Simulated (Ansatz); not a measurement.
Species: sum formula AlO3H3, net charge 0, singlet state. SMILES: [OH][Al]([OH])[OH]
Geometry from a B3LYP-D3(BJ)/def2-TZVP (Ansatz, a first-principles code) optimisation:
```
Al
O 1 1.6928
H 2 0.9580 1 122.93
O 1 1.6928 2 120.00 3 180.00
H 4 0.9580 1 122.93 2 0.00
O 1 1.6928 2 120.00 3 0.00
H 6 0.9580 1 122.93 2 -180.00
```
Charge 0, spin multiplicity 1.

Wanted: vertical ionisation energy (to the doublet state of charge +1; each state is the SCF solution reached for its spin; the molecule has degenerate orbitals, so one determinant may break the symmetry), in eV. Valence correlation only, unless marked. UHF or UKS for open shells. Spin-orbit coupling is left out. No relativistic terms. CBS marks a two-point X^-3 extrapolation of the correlation energy; Hartree-Fock from the larger set. [CCSD(T)-MP2]/basis is that difference in the basis named.

```
level                 program  vertical ionisation energy (eV)
--------------------  -------  -------------------------------
HF/aug-cc-pV(T+d)Z     Ansatz                            10.59
PBE/def2-TZVPD         Ansatz                            10.76
B3LYP/def2-TZVPD       Ansatz                            11.34
CAM-B3LYP/def2-TZVPD   Ansatz                            11.80
B2PLYP/def2-TZVPD      Ansatz                            11.89
MP2/aug-cc-pV(T+d)Z    Ansatz                            12.49
```

**Question.** What does RI-MP2/CBS(aug-cc-pV(T+d)Z,aug-cc-pV(Q+d)Z)+[CCSD(T)-MP2]/aug-cc-pV(T+d)Z (Ansatz) give?

**Answer.** 12.28 eV
